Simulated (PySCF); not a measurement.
Positional isomers: styrene fluoro+silyl. All species are isolated molecules in the gas phase. One relaxed conformer stands for each flexible species; it need not be the lowest. Strings in code marks are SMILES.

All values below come from ωB97X-D3(BJ)/def2-TZVP // PBE0-D3(BJ)/def2-SVP in PySCF. All candidates: neutral, multiplicity 1. Excitations are Tamm–Dancoff values on a coarser integration grid. The basis has no diffuse functions, so Rydberg states are missing or too high.

- S1 excitation (TDA) = 4.98 eV
- HOMO–LUMO gap = 9.24 eV
- T1 excitation (TDA) = 3.24 eV

### Question
Name which member has these values.
A. `C=Cc1ccc([SiH3])cc1F` (C–C–C–C torsion 0°)
B. `C=C([SiH3])c1cccc(F)c1` (Si–C–C–C torsion 144°)
C. `C=Cc1cc([SiH3])ccc1F` (C–C–C–C torsion 3°)
D. `C=C([SiH3])c1ccc(F)cc1` (Si–C–C–C torsion 33°)

### Answer
A, `C=Cc1ccc([SiH3])cc1F` (C–C–C–C torsion 0°). The others give `C=C([SiH3])c1cccc(F)c1` (Si–C–C–C torsion 144°): 5.27 eV, 9.81 eV, 3.61 eV; `C=C([SiH3])c1ccc(F)cc1` (Si–C–C–C torsion 33°): 5.25 eV, 9.73 eV, 3.55 eV; `C=Cc1cc([SiH3])ccc1F` (C–C–C–C torsion 3°): 5.03 eV, 9.43 eV, 3.30 eV
